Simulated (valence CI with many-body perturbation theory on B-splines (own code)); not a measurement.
# Tl¹⁰⁺: calculated level list

Calculated by relativistic CI+MBPT: three valence electrons over a frozen Dirac-Fock core [Xe] 4f14, radial functions for each j: 7 s, 7 p, 8 d, 6 f, 4 g, 1 h, with the one-electron correlation potential Σ1, the two-electron term Σ2, the three-electron term Σ3, Breit, model QED; selected CI, second order for the rest, scaled by the run's own slope (own B-spline code, finite nucleus).

No measured levels were compared; by estimate terms of the open shell hold to 2 to 4 % of their energy, and close levels can change places. Excitations out of the core, of the other parity, are not computed and may begin above about 48.1 eV (a cautious bound); beyond it only levels of the ground parity were kept, without lifetimes.

Levels 1 to 45 of 81, with energies above the lowest level, (5d3/2^3) J=3/2. "Leading %" is the weight of the configuration and term that name the level; weights of strongly mixed levels are sums over their largest components and can fall short. In the jj column 3d3/2^4 stands for four electrons in 3d with j = 3/2.

```tsv
No.	Configuration	Term	J	E (eV)	Leading %	Second component	g	Leading jj
1	5d³	⁴F	3/2	0.000	69	24 % 5d³ ²D	0.569	5d3/2^3 (86 %)
2	5d³	⁴F	5/2	2.181	91	8 % 5d³ ²D	1.043	5d3/2^2 5d5/2 (95 %)
3	5d³	⁴F	7/2	3.372	64	29 % 5d³ ²G	1.129	5d3/2^2 5d5/2 (77 %)
4	5d³	⁴P	3/2	3.376	44	32 % 5d³ ²P	1.313	5d3/2^2 5d5/2 (90 %)
5	5d³	²G	9/2	3.791	42	29 % 5d³ ²H	1.114	5d3/2^2 5d5/2 (90 %)
6	5d³	⁴P	1/2	3.956	66	34 % 5d³ ²P	1.991	5d3/2^2 5d5/2 (98 %)
7	5d³	²G	7/2	5.979	61	35 % 5d³ ⁴F	1.019	5d3/2 5d5/2^2 (84 %)
8	5d³	⁴P	5/2	6.067	79	14 % 5d³ ²D	1.498	5d3/2^2 5d5/2 (54 %)
9	5d³	⁴F	9/2	6.330	51	49 % 5d³ ²H	1.126	5d3/2 5d5/2^2 (82 %)
10	5d³	²D	3/2	7.102	43	41 % 5d³ ⁴P	1.167	5d3/2 5d5/2^2 (97 %)
11	5d³	²P	1/2	7.424	66	34 % 5d³ ⁴P	1.344	5d3/2 5d5/2^2 (98 %)
12	5d³	²H	11/2	7.811	100		1.090	5d3/2 5d5/2^2 (100 %)
13	5d³	²D	5/2	8.363	88	7 % 5d³ ⁴F	1.170	5d3/2 5d5/2^2 (62 %)
14	5d³	²F	5/2	8.771	70	16 % 5d³ ²D	1.012	5d3/2 5d5/2^2 (82 %)
15	5d³	²F	7/2	9.207	90	9 % 5d³ ²G	1.120	5d3/2 5d5/2^2 (93 %)
16	5d³	²G	9/2	9.846	58	22 % 5d³ ²H	1.112	5d5/2^3 (90 %)
17	5d³	²P	3/2	10.430	54	33 % 5d³ ²D	1.170	5d5/2^3 (67 %)
18	5d³	²D	3/2	12.979	93	4 % 5d³ ²P	0.843	5d3/2 5d5/2^2 (66 %)
19	5d³	²D	5/2	13.756	74	18 % 5d³ ²F	1.160	5d5/2^3 (81 %)
20	5d²6s	⁴F	3/2	39.061	86	13 % 5d²6s ²D	0.460	5d3/2^2 6s (94 %)
21	5d²6s	⁴F	5/2	39.601	57	25 % 5d²6s ²F	1.023	5d3/2^2 6s (92 %)
22	5d²6s	⁴F	7/2	42.146	90	9 % 5d²6s ²F	1.227	5d3/2 5d5/2 6s (97 %)
23	5d²6s	⁴P	1/2	42.171	76	14 % 5d²6s ²S	2.380	5d3/2^2 6s (86 %)
24	5d²6s	²F	5/2	42.718	47	40 % 5d²6s ⁴F	0.988	5d3/2 5d5/2 6s (92 %)
25	5d²6s	⁴F	9/2	43.718	70	30 % 5d²6s ²G	1.266	5d3/2 5d5/2 6s (75 %)
26	5d²6s	⁴P	3/2	43.794	80	15 % 5d²6s ²D	1.538	5d3/2 5d5/2 6s (98 %)
27	5d²6s	⁴P	5/2	43.837	50	24 % 5d²6s ²D	1.319	5d3/2 5d5/2 6s (99 %)
28	5d²6s	²P	3/2	44.548	39	38 % 5d²6s ²D	1.116	5d3/2 5d5/2 6s (91 %)
29	5d²6s	²G	7/2	44.586	52	45 % 5d²6s ²F	1.010	5d3/2 5d5/2 6s (93 %)
30	5d²6s	²P	1/2	45.127	83	15 % 5d²6s ⁴P	0.989	5d3/2 5d5/2 6s (93 %)
31	5d²6s	²G	9/2	46.659	69	30 % 5d²6s ⁴F	1.178	5d5/2^2 6s (75 %)
32	5d²6s	²G	7/2	47.231	46	46 % 5d²6s ²F	1.031	5d5/2^2 6s (90 %)
33	5d²6s	²D	5/2	47.372	52	42 % 5d²6s ⁴P	1.354	5d5/2^2 6s (99 %)
34	5d²6s	²P	3/2	48.126	59	34 % 5d²6s ²D	1.149	5d5/2^2 6s (94 %)
35	5d²6s	²S	1/2	51.544	84	9 % 5d²6s ⁴P	1.967	5d5/2^2 6s (91 %)
36	5d6s²	²D	3/2	81.782	96		0.799	5d3/2 6s^2 (96 %)
37	5d²6d	⁴G	5/2	83.549	51	39 % 5d²6d ²F	0.750	5d3/2^2 6d3/2 (94 %)
38	5d²6d	⁴H	7/2	83.666	65	28 % 5d²6d ²G	0.760	5d3/2^2 6d3/2 (96 %)
39	5d²6d	²P	1/2	83.748	54	35 % 5d²6d ⁴D	0.595	5d3/2^2 6d3/2 (97 %)
40	5d²6d	²D	5/2	85.098	22	21 % 5d²6d ⁴G	1.004	5d3/2^2 6d5/2 (80 %)
41	5d²6d	⁴G	7/2	85.228	53	17 % 5d²6d ²G	1.011	5d3/2^2 6d5/2 (86 %)
42	5d²6d	⁴D	3/2	85.266	53	10 % 5d²6d ⁴F	1.130	5d3/2^2 6d5/2 (89 %)
43	5d6s²	²D	5/2	85.267	86		1.179	5d5/2 6s^2 (86 %)
44	5d²6d	⁴H	9/2	85.297	48	22 % 5d²6d ²H	1.004	5d3/2^2 6d5/2 (87 %)
45	5d²6d	⁴P	1/2	85.403	56	21 % 5d²6d ⁴D	1.877	5d3/2^2 6d5/2 (91 %)
```

Where two levels of one J and parity lie close, their mixing, g and order are uncertain.

The ionisation energy to 5d² ³F2 of the next ion comes out as 178.21 eV (NIST: 177 ± 2.4 eV (theoretical)). All 81 levels together are meant to be complete up to 48.136 eV.
